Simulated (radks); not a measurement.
The numbers below are computed, except where a source is named.
Spin polarisation of the 5s1 shell in Ag. Start: [Kr] 4d10 5s(up 0.5, down 0.5); electrons of 5s are moved from spin down to spin up, other shells keep equal spins. Level of theory: non-relativistic Kohn-Sham, LDA (Slater exchange, Perdew-Wang correlation), spin-polarised, spherical densities, point nucleus (a radial shooting solver on a logarithmic mesh with Libxc functionals).

\begin{tabular}{lrrrrr}
moment (Bohr magnetons) & E - E(0) (eV) & e(5s up) (eV) & e(5s down) (eV) & 4d down minus up (eV) & 4p down minus up (eV) \\ \hline
0 & 0.000 & -4.284 & -4.284 & 0.000 & 0.000 \\
0.25 & -0.010 & -4.360 & -4.201 & 0.040 & 0.005 \\
0.5 & -0.040 & -4.430 & -4.108 & 0.080 & 0.010 \\
0.75 & -0.090 & -4.492 & -4.006 & 0.120 & 0.015 \\
1 & -0.162 & -4.548 & -3.893 & 0.160 & 0.020 \\
\end{tabular}

At moment 1 the spin-polarisation energy is -0.162 eV and the 5s exchange splitting 0.656 eV, that is 0.656 eV per Bohr magneton; E = -I m^2/4 would give I = 0.647 eV.
